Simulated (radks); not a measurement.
Values are calculated unless marked as measured or tabulated.
Task: Radial electron density D(r) = 4 pi r^2 rho(r) of an atom or ion with 41 electrons. Level of theory: scalar-relativistic Kohn-Sham, PBEsol, spin-polarised, spherical densities, point nucleus (a radial shooting solver on a logarithmic mesh with Libxc functionals).

```
   r/bohr * D(r) (the largest magnitude, 67.1, reaches the edge; | marks zero)
 0.002003 |  *
 0.002629 |   *
 0.003451 |     *
 0.004494 |         *
 0.005899 |             *
 0.007743 |                   *
  0.01008 |                          *
  0.01323 |                                  *
  0.01737 |                                        *
   0.0228 |                                            *
  0.02969 |                                          *
  0.03897 |                                       *
  0.05115 |                                     *
   0.0666 |                                          *
  0.08742 |                                                   *
   0.1147 |                                                      *
   0.1494 |                                             *
   0.1961 |                                   *
   0.2574 |                                     *
   0.3352 |                                          *
     0.44 |                                *
   0.5775 |                *
    0.752 |         *
   0.9871 |          *
    1.296 |       *
    1.687 |   *
    2.214 | *
    2.907 *
    3.785 *
    4.968 *
```

What is the nuclear charge?

Result: Z = 43. The innermost maximum, from 1s, lies near gamma/Z bohr with gamma = sqrt(1 - (Z/c)^2) = 0.949, here 0.0221 bohr (found: 0.0241), and its height grows with Z. The density is that of the technetium ion Tc2+ in [Kr] 4d5; the configuration itself is not fixed sharply by these data, and Z only to a few units. D(r) has 4 maxima, at r = 0.0241, 0.107, 0.330, 0.979 bohr, and minima at 0.0484, 0.212, 0.795 bohr, inside which lie 2.03, 11.10, 29.22 electrons.
